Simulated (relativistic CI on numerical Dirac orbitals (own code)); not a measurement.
# Sc+ in a cubic cluster: L2,3 absorption with charge transfer

Computed with a charge-transfer multiplet model of a cubic metal-ligand cluster with up to one ligand hole, Slater and spin-orbit integrals from Dirac-Coulomb-Breit ions, Slater integrals scaled by 0.9. The ground state mixes d2 with configurations of k ligand holes L, whose averages lie at kΔ + k(k − 1)U_dd/2; a core hole lowers each added d electron by U_cd. 20 K, Lorentzian 0.4 eV and Gaussian 0.3 eV FWHM.

Atomic integrals in eV (Slater integrals scaled, ζ unscaled), ground: F2dd 5.299, F4dd 3.246, zeta_d 0.005; with the core hole: F2dd 6.374, F4dd 3.923, zeta_d 0.011, zeta_core 3.011, F2cd 3.248, G1cd 2.202, G3cd 1.246.

Cluster parameters (eV): U_dd = 5.5, U_cd = 7, 10Dq = 0.35, 10Dq(ligand) = 1, V(eg) = 1.55, V(t2g) = -0.71, final-state hopping factor = 0.8.

| Case | n_d | d2 | d3L | S |
| --- | --- | --- | --- | --- |
| Δ = 5.2 eV | 2.21 | 0.79 | 0.21 | 1.00 |
| Δ = 6.2 eV | 2.17 | 0.83 | 0.17 | 1.00 |
| Δ = 7.2 eV | 2.14 | 0.86 | 0.14 | 1.00 |

Weights, n_d and S are thermal averages at 20 K. Photon energies count from the first peak over 30 % of the highest in each spectrum, which can be another peak from case to case. The parameters are a model scan and need not match a compound or its usual spin state. Peaks in eV (height, largest 100):
- Δ = 5.2 eV: -1.9 (10), 0.0 (100), 3.8 (40), 5.1 (51)
- Δ = 6.2 eV: -1.8 (10), 0.0 (100), 3.8 (39), 4.2 (40), 5.1 (52)
- Δ = 7.2 eV: -1.9 (10), 0.0 (100), 4.2 (40), 5.1 (54)

Curve for Δ = 7.2 eV (points under 2 left out, the grid thinned):

```csv
E (eV),Intensity
-2.9,2.2
-2.7,3.1
-2.4,5.9
-2.2,8.1
-1.9,10.0
-1.7,9.8
-1.4,11.0
-1.2,14.8
-0.9,25.4
-0.7,34.2
-0.4,61.3
-0.2,90.0
0.1,92.1
0.3,67.3
0.6,46.1
0.8,41.2
1.1,33.5
1.3,29.0
1.6,25.6
1.8,22.1
2.1,19.8
2.3,20.9
2.5,23.0
2.8,29.0
3.0,30.9
3.3,33.5
3.5,36.4
3.8,38.5
4.0,39.0
4.3,39.6
4.5,39.4
4.8,47.2
5.0,54.0
5.3,41.7
5.5,25.8
5.8,14.2
6.0,10.0
6.3,6.7
6.5,5.5
6.8,3.9
7.0,3.1
7.3,2.7
7.5,2.6
7.8,2.3
8.0,2.0
```

For the case Δ = 7.2 eV, Δ = 7.2 eV is larger than U_dd = 5.5 eV, the Mott-Hubbard side of the Zaanen-Sawatzky-Allen scheme. With the core hole the configuration with one ligand hole lies at Δ + U_dd − U_cd = 3.7, 4.7, 5.7 eV from the one without, in the order of the table; where this is negative the screened configuration lies lower.

With at most 1 ligand hole the space is cut while the next configuration still counts, so covalency is underestimated, and a final configuration with one more ligand hole, which can lie low, is missing from the spectra.
